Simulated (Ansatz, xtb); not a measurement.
Relative energy of two isomers of C6H3FN2

Structure X: `N#Cc1cccnc1F`, a singlet. Structure Y: `N#Cc1ccnc(F)c1`, a singlet. Both are isolated molecules in the gas phase, relaxed with PBE0-D3(BJ)/def2-SVP.

Energies in hartree; the thermal terms are from GFN2-xTB frequencies at re-optimised GFN2-xTB minima (ideal gas, soft modes damped towards free rotors, one conformer each, 298.15 K, 1 atm) and include the zero-point energy:

|  | X | Y |
| --- | --- | --- |
| E, CCSD(T)/def2-SVP | −438.272824 | −438.272113 |
| E, MP2/def2-SVP | −438.191760 | −438.192461 |
| E, MP2/def2-TZVPP | −438.986709 | −438.988531 |
| zero-point energy | 0.076295 | 0.076194 |
| H(298 K) − E | 0.084365 | 0.084250 |
| G(298 K) − E | 0.044436 | 0.044322 |

Question: Correct the CCSD(T) difference for the basis set by the MP2 change, then work out ΔE, ΔE₀, ΔH and ΔG for X → Y in kcal/mol (1 Eh = 627.51 kcal/mol) and the equilibrium ratio [Y]/[X].

Answer: 1. Differences Y − X: CCSD(T) +0.000711, MP2 in the small set −0.000701, MP2 in the large set −0.001822 Eh.
2. ΔE = +0.000711 + (−0.001822 − (−0.000701)) = −0.000410 Eh = −0.26 kcal/mol.
3. ΔE₀ = ΔE + ΔZPE = −0.000410 + (−0.000101) Eh = −0.32 kcal/mol.
4. ΔH = ΔE + (−0.000115) Eh = −0.33 kcal/mol.
5. ΔG = ΔE + (−0.000114) Eh = −0.33 kcal/mol, so ΔS = (ΔH − ΔG)/T = 0.0 J/(mol K).
6. kT = 0.9442 mEh, so K = [Y]/[X] = exp(−ΔG/kT) = exp(+0.55) ≈ 1.7.

The two are too close for this level to say which is favoured. An error of 1 kcal/mol in ΔG would change K by a factor of 5.4. Mirror images and further conformers aren't counted.

As drawn, both hold the same kinds of bond in the same numbers.

Other levels gave ΔE = −0.5 (GFN2-xTB); +0.7 (HF/STO-3G, GFN2-xTB geometries); +0.8 (r2SCAN-D4/def2-SVP, GFN2-xTB geometries); +0.7 (PBE0-D3(BJ)/def2-SVP); +1.1 (HF/def2-SVP); −0.4 (MP2/def2-SVP); +0.4 (CCSD(T)/def2-SVP) kcal/mol. The correlated steps freeze 9 core orbitals. Programs: Ansatz 0.2.0, xtb 6.7.1.
